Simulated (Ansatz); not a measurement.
Ansatz (an electronic-structure program) input (RPA@PBE/cc-pVQZ):

Ansatz 0.2 input:
```yaml
crystal:
  periodic: [false, false, false]
  atoms:
    - {symbol: Ge, position_ang: [1.52447329, 0.23814861, 0.45667706]}
    - {symbol: C, position_ang: [-0.29316818, 0.00190969, -0.09845930]}
    - {symbol: C, position_ang: [-1.33918986, 0.83046100, 0.17266407]}
    - {symbol: C, position_ang: [-2.57673375, 0.25990402, -0.33279647]}
    - {symbol: C, position_ang: [-2.31668243, -0.93389866, -0.90123614]}
    - {symbol: C, position_ang: [-0.84872243, -1.21799921, -0.79823878]}
    - {symbol: H, position_ang: [2.50503282, -0.42317361, -0.54057671]}
    - {symbol: H, position_ang: [1.84585929, 1.73889347, 0.64176162]}
    - {symbol: H, position_ang: [-1.27234197, 1.78222106, 0.68200167]}
    - {symbol: H, position_ang: [-3.54536461, 0.73422779, -0.26174702]}
    - {symbol: H, position_ang: [-3.02986025, -1.59430349, -1.37157305]}
    - {symbol: H, position_ang: [-0.39019922, -1.36565319, -1.78250301]}
    - {symbol: H, position_ang: [-0.64929147, -2.13522829, -0.23262991]}
basis:
  gaussian:
    orbitals: cc-pVQZ
hamiltonian:
  xc: pbe
magnetization: {spin_polarized: true, initial_magnetization: 1}
correlation: {method: rpa, electrons: outside_noble_gas}
```

End of the output:

```
3265 factors; integrals over basis functions are off by at most 1.0e-3 eV
0.85 GiB of the device are held for the grids
7.19 GiB of device memory are held for the factors and their scratch space
mean field: 7.99 GiB planned
mean field evaluation 1: about -61774.6671 eV, gradient 7.1e1 eV
mean field evaluation 2: about -61774.6697 eV, gradient 7.1e1 eV
mean field evaluation 4: about -61795.8839 eV, gradient 3.8e1 eV
mean field evaluation 8: about -61802.7703 eV, gradient 2.5e0 eV
mean field evaluation 16: about -61802.8031 eV, gradient 2.7e-2 eV
mean field evaluation 32: about -61767.0197 eV, gradient 4.4e1 eV
mean field evaluation 64: about -61787.9136 eV, gradient 7.1e0 eV
mean field -61802.80307050 eV, -2271.2111213964 hartree, gradient 7.2e-6 eV, S^2 0.756193; 0 other end points of the search recorded, 0 dependent functions left out
19 core orbitals not correlated
reference -61735.85154172 eV, -2268.7506980952 hartree; 16, 15 occupied and 518, 519 virtual orbitals, 3265 factors
Total energy: -61779.62455301 eV, -2270.3593265894 hartree
```

It need not be the lowest isomer of its formula.
